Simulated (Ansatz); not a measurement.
`CCC1CCCC1` and `OC1CCCC1` differ in one atom or group.

Ansatz, PBE0-D4/def2-TZVP geometries, multiplicity 1. Each molecule was computed in one conformer, which needn't be the lowest.

| property | `CCC1CCCC1` |
| --- | --- |
| HOMO energy (PBE0/def2-TZVPP) / eV | -8.60 |
| LUMO energy (PBE/def2-TZVPP) / eV | 0.35 |
| LUMO energy (ωB97M-V/def2-TZVPP) / eV | 2.57 |
| size of the dipole moment (PBE/def2-TZVPP) / D | 0.07 |
| HOMO energy (PBE/def2-TZVPP) / eV | -7.24 |
| LUMO energy (PBE0/def2-TZVPP) / eV | 1.15 |

(1) Give the same properties after the change, and the shifts. (Best estimate.)

Results:

(1) The calculation gave: 
| property | `OC1CCCC1` | shift |
| --- | --- | --- |
| HOMO energy (PBE0/def2-TZVPP) / eV | -7.58 | 1.02 |
| LUMO energy (PBE/def2-TZVPP) / eV | 0.01 | -0.34 |
| LUMO energy (ωB97M-V/def2-TZVPP) / eV | 2.30 | -0.27 |
| size of the dipole moment (PBE/def2-TZVPP) / D | 1.66 | 1.59 |
| HOMO energy (PBE/def2-TZVPP) / eV | -5.97 | 1.27 |
| LUMO energy (PBE0/def2-TZVPP) / eV | 0.85 | -0.30 |

With PBE0 the HOMO rises by 1.02 eV and the LUMO falls by 0.30 eV, so the gap narrows by about 1.32 eV. PBE moves the HOMO by 1.27 eV and ωB97M-V by 0.90 eV. Dipoles are sizes alone; their direction can turn.

Positive LUMOs are unbound, so they and the gaps depend on the basis.
